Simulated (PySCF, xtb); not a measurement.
C2H4AlI: where a starting geometry ends

The starting geometry of this gas-phase singlet was built from a drawn formula by distance geometry and a force field; its bonds are those of `I[C@@H]1[CH2][AlH]1`.

```xyz
8

C    -0.3634   -1.8267    2.1210
C     0.4042   -1.3753    0.8674
Al    1.5265   -2.6249    1.9688
I    -1.8714   -3.2490    1.7837
H    -0.4567   -1.0303    2.8924
H     0.0493   -1.8444   -0.1450
H     0.7308   -0.3436    0.8395
H     2.7298   -3.5160    2.3625
```

Q: Predict what becomes of its bonds when it is optimised with r2SCAN-D4/def2-SVP.

A: A new bond forms, giving a structure with I4 bridging C1 and Al3, given below by its coordinates. Distances that change by over a tenth: C1–I4 (2.10 → 2.34 Å). Contacts that close: Al3–I4 (3.46 → 2.73 Å).

The energy falls by 0.68 eV over 32 steps:

| step | E − E(last) (eV) |
| --- | --- |
| 1 | 0.676 |
| 4 | 0.189 |
| 8 | 0.178 |
| 11 | 0.170 |
| 15 | 0.119 |
| 18 | 0.053 |
| 22 | 0.013 |
| 25 | 0.005 |
| 29 | 0.000 |
| 32 | 0.000 |

Final geometry (Å):

```xyz
8

C     0.2757   -1.8025    2.4168
C     0.8698   -1.6165    1.0210
Al    1.6613   -3.0715    2.0517
I    -0.9659   -3.7834    2.2340
H    -0.4208   -1.1107    2.9100
H     0.2292   -1.6011    0.1246
H     1.4822   -0.6931    1.0611
H     2.8324   -3.9703    2.5901
```

From the same start GFN2-xTB ends elsewhere, at `C=[CH][AlH][I]`.

The end wasn't checked by frequencies. Atoms past krypton carry core potentials, without spin–orbit terms. Run with PySCF 2.14.0, 5.8 min on 2 threads of Arm Neoverse V1, with other jobs on the host.
